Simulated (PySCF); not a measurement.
SMILES [OH2]->[Mn+2](<-[OH2])(<-[OH2])(<-[OH2])(<-[OH2])<-[OH2] (H₁₂MnO₆ (cation, charge +2)), multiplicity 6, GFN2-xTB optimised geometry.

```
19

Mn    -0.01    -0.01     0.00
O      0.28    -0.60    -2.23
H      0.12    -1.48    -2.61
H      0.70    -0.09    -2.93
O      0.09     2.31     0.00
H     -0.08     2.91    -0.74
H      0.18     2.87     0.78
O      2.32    -0.01     0.00
H      2.88     0.77     0.01
H      2.91    -0.76    -0.15
O     -2.25     0.37    -0.50
H     -2.66     0.24    -1.36
H     -2.91     0.81     0.05
O     -0.60    -2.23     0.41
H     -0.07    -2.91     0.83
H     -1.48    -2.60     0.30
O      0.11     0.09     2.32
H     -0.60    -0.05     2.96
H      0.92     0.14     2.84
```

Density from unrestricted CAM-B3LYP/def2-SVP in PySCF at that geometry.

Minimum of the electron density along straight lines between bonded atoms, close to the bond critical point (lines longer than 1.1 times the sum of covalent radii, or with two minima, are not listed):

```csv
bond,length / Å,ρ at the minimum / e bohr⁻³,∇²ρ there / e bohr⁻⁵,position (fraction from the first atom)
O2–H3,0.965,0.342,-2.64,0.83
O2–H4,0.964,0.343,-2.65,0.83
O5–H6,0.964,0.343,-2.65,0.83
O5–H7,0.965,0.342,-2.64,0.83
O8–H9,0.964,0.342,-2.64,0.83
O8–H10,0.964,0.343,-2.65,0.83
O11–H12,0.965,0.342,-2.64,0.83
O11–H13,0.964,0.343,-2.65,0.83
O14–H15,0.964,0.343,-2.65,0.83
O14–H16,0.965,0.342,-2.64,0.83
O17–H18,0.964,0.343,-2.65,0.83
O17–H19,0.965,0.342,-2.64,0.83
```
